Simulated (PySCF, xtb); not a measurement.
C3H9FSi2, SMILES F[SiH2]C1([SiH3])CC1. The values are those of a single conformer.

Harmonic wavenumbers (cm⁻¹) from xtb 6.7.1 with GFN2-xTB at its own minimum, in rising order: 34, 90, 120, 198, 243, 260, 290, 473, 500, 540, 561, 576, 725, 768, 772, 779, 788, 794, 818, 838, 933, 948, 1023, 1068, 1073, 1148, 1149, 1333, 1457, 1493, 2228, 2247, 2284, 2301, 2324, 3060, 3068, 3070, 3079.

**Question.** What does PBE-D3(BJ)/def2-SVP (PySCF 2.14.0) give at its own minimum? (The exact figures need the calculation; the answer reports its results.)

**Answer.** 39, 106, 116, 175, 217, 226, 317, 452, 571, 627, 654, 717, 752, 806, 832, 862, 878, 905, 909, 916, 927, 939, 953, 1015, 1036, 1124, 1136, 1243, 1393, 1434, 2146, 2158, 2164, 2176, 2181, 3041, 3046, 3127, 3137. Paired by order, the mean absolute difference is 58 cm⁻¹ and the zero-point energies are 65.0 and 65.0 kcal/mol.
